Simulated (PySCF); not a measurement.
A GIAO shielding run with PySCF 2.14 (density fitting, non-relativistic, gas phase) on SMILES CC[SiH2]N[SiH2]C1=CC=CO1, C6H13NOSi2:

```
{"job": {"kind": "nmr", "xc": "PBE0", "basis": "pcSseg-1"}, "charge": 0, "multiplicity": 1}
C      3.741091     1.238947     0.351559
C      3.005599    -0.093736     0.347230
Si     1.140915     0.126609     0.046964
N      0.477973    -1.481347     0.015598
Si    -1.120579    -2.036887    -0.319590
C     -2.241279    -0.554023    -0.133938
C     -3.553715    -0.420104     0.229960
C     -3.856288     0.959046     0.178980
C     -2.705079     1.570677    -0.214512
O     -1.733504     0.668872    -0.408968
H      3.603548     1.752285    -0.597310
H      3.358045     1.883028     1.139601
H      4.809700     1.101692     0.512678
H      3.440887    -0.733255    -0.422968
H      3.179594    -0.596811     1.300202
H      0.556846     0.888474     1.156418
H      0.927968     0.798565    -1.238159
H      1.155027    -2.219864     0.119172
H     -1.492424    -3.063419     0.660170
H     -1.225416    -2.574736    -1.685881
H     -4.216506    -1.216203     0.502136
H     -4.792920     1.427724     0.403341
H     -2.464233     2.601449    -0.386729
```

Hardware: 1 thread of an Arm Neoverse V2, shared host. The job also computes population analyses, field gradients, ring-centre shieldings.

(1) How large is the calculation?

(2) How long does it take?

Answers

(1) 92 electrons, 249 basis functions and 1331 auxiliary functions.

(2) 56 s of wall time, with 14 SCF cycles and 5 response iterations. Times on a shared host scatter by some tens of per cent.
